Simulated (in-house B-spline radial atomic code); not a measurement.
The numbers below are computed, except where a source is named.
# Softness against transferability: the 4s channel of Sr

Sr, [Kr] 5s2, non-relativistic PBE, spherical and spin-unpolarised, from a B-spline radial code for spherical atoms (atomic units). The all-electron 4s level is ε = -1.455199 hartree, its outermost node lies just inside 0.61 bohr and its outer maximum at 1.21 bohr.

Troullier-Martins pseudo-orbitals are made for several radii. The cutoffs (hartree) are the plane-wave energies beyond which the orbital holds less than the named kinetic energy per electron. The phase error is the difference, pseudo minus all-electron, of arctan(R P'/P) at R = 1.99 bohr for all radii, half a hartree below and above the level.

```json
{"r_c (bohr)": "0.91", "V_l(0) (hartree)": "-22.21", "cutoff for 10 mEh": "47.6", "for 1 mEh": "179", "for 0.1 mEh": "285", "phase error at ε − 0.5 (mrad)": "-7.7", "at ε + 0.5 (mrad)": "-4.2"}
{"r_c (bohr)": "1.05", "V_l(0) (hartree)": "-3.73", "cutoff for 10 mEh": "30.1", "for 1 mEh": "67.3", "for 0.1 mEh": "146", "phase error at ε − 0.5 (mrad)": "-3.3", "at ε + 0.5 (mrad)": "-1.3"}
{"r_c (bohr)": "1.21", "V_l(0) (hartree)": "4.07", "cutoff for 10 mEh": "15.7", "for 1 mEh": "33.6", "for 0.1 mEh": "61.8", "phase error at ε − 0.5 (mrad)": "-2.2", "at ε + 0.5 (mrad)": "-0.8"}
{"r_c (bohr)": "1.37", "V_l(0) (hartree)": "3.80", "cutoff for 10 mEh": "14.4", "for 1 mEh": "33", "for 0.1 mEh": "59.6", "phase error at ε − 0.5 (mrad)": "-2.3", "at ε + 0.5 (mrad)": "-0.9"}
{"r_c (bohr)": "1.53", "V_l(0) (hartree)": "1.82", "cutoff for 10 mEh": "12.3", "for 1 mEh": "29.2", "for 0.1 mEh": "51.6", "phase error at ε − 0.5 (mrad)": "-4.1", "at ε + 0.5 (mrad)": "-1.6"}
{"r_c (bohr)": "1.69", "V_l(0) (hartree)": "0.29", "cutoff for 10 mEh": "10.4", "for 1 mEh": "24.8", "for 0.1 mEh": "42.7", "phase error at ε − 0.5 (mrad)": "-8.4", "at ε + 0.5 (mrad)": "-3.2"}
```

Which radius needs the lowest cutoff for 0.1 mEh while both phase errors stay within 4.2 mrad?

The radii within that limit are 1.05, 1.21, 1.37, 1.53 bohr; of these r_c = 1.53 needs the least, 51.6 hartree, that is 103 Ry or 1404 eV.

What does the larger radius buy, and what does it cost?

From r_c = 0.91 to 1.69 bohr the cutoff for 1 mEh goes from 179 to 24.8 hartree, a factor of 7.22, against 3.45 for a pure 1/r_c² scaling, end to end; step by step it is 179, 67.3, 33.6, 33, 29.2, 24.8, and for 0.1 mEh 285, 146, 61.8, 59.6, 51.6, 42.7; the number of plane waves goes as the cutoff to the power 3/2, here a factor of 19.4. The larger of the two phase errors is least at r_c = 1.21 bohr, 2.2 mrad; it is 7.7 at the smallest radius and 8.4 at the largest. These errors test the reference atom alone. The smallest radius lies well inside the outer maximum, where the nodeless form must bend sharply to keep the norm, so it is both harder and scatters less well than the next. Large radii also let the cores of neighbours overlap, which an atom doesn't show.
